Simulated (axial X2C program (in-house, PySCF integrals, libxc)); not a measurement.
## What spin–orbit coupling does to CrSn

Computed with an in-house all-electron X2C program for linear molecules (integrals from PySCF). Spin-free means the one-electron spin-free X2C Hamiltonian; two-component (2c) means X2C with spin–orbit coupling and atomic mean-field two-electron Coulomb and Gaunt terms, so the difference of the two also holds small scalar two-electron terms. Basis: Sn dyall-cv3z [11s12p9d4f1g], Cr dyall-cv3z [9s10p6d3f2g] (cores contracted in-house); Gaussian nuclei, density fitting, unrestricted open shells. Masses: Sn 119.902 u, Cr 51.941 u.

Spin-free state: M_S = 2, Λ = 1 (beyond evenly filled blocks: σα, π+α, π+β, π-α, δ+α, δ-α); fragments Sn + Cr.

```csv
level,Re (Å),ωe (cm⁻¹),De (eV),μ (D)
PBE0,2.708,181.8,1.197,2.37
CCSD,2.756,175.2,0.957,n/a
CCSD(T),2.722,184.6,1.083,n/a
M06,2.647,208.1,1.889,0.86
```

Correlated methods: 10 electrons correlated (number of frozen shells: Sn 4 s, 3 p, 2 d; Cr 3 s, 2 p), 324 virtual spin orbitals or spinors in MP2, 90 natural virtuals in coupled cluster.

Dipoles are positive if Cr is the positive end.

Two-component determinant lowest at the distance of the search:

Ω = 3 (⟨Sz⟩ = 2.10, ⟨Lz⟩ = 0.90 at HF); fragments Sn + Cr.

```
  level  Re (Å)  ωe (cm⁻¹)  μ (D)
   PBE0   2.713      179.4   2.30
   CCSD   2.757      173.7    n/a
CCSD(T)   2.727      183.3    n/a
    M06   2.652      204.9   0.82
```

(1) From the two tables, how do the constants change at the CCSD(T) level (2c against spin-free)?

The state is one determinant whose occupation by symmetry is held fixed; it was picked as the lowest of a PBE0 search that is not exhaustive. De is counted from the lowest determinant-based energies of the atoms at the same level, without counterpoise correction. De is not given where an atomic determinant may have missed its ground term or J level, or where the truncated virtual space spoils (T). Density functionals use the spin component along the axis (collinear). Coupled cluster ran in a truncated set of natural virtual spinors; the MP2 energy of the rest was added. (T) has no such correction and the atoms are truncated less, which lowers De at CCSD(T) by a hundredth of an eV or more. Other states lie close and PBE0, whose exact exchange favours high spin, may order them wrongly; the determinant shown need not be the ground state. The nearest other spin-free determinant of the search, M_S = 3, Λ = 1, lies 0.17 eV up at the distance of the search. Without a current term, density functionals place determinants with orbital angular momentum somewhat too high. With several unpaired electrons one determinant need not be a pure state. Open-shell Ω = 0 determinants with evenly filled partner blocks cannot be reached by this program, so the Ω shown need not be the lowest component. The determinant is spin-polarised beyond a pure state at some levels (its spin-free form has ⟨S²⟩ too high), which makes Re and μ there less reliable. The T1 diagnostic is large, a sign of multireference character. With the outer-core shells frozen, correlated bond lengths of heavy atoms tend to come out a few hundredths of an ångström too long.

## Answers

(1) At the CCSD(T) level Re rises by 0.005 Å and ωe drops by 1.3 cm⁻¹.
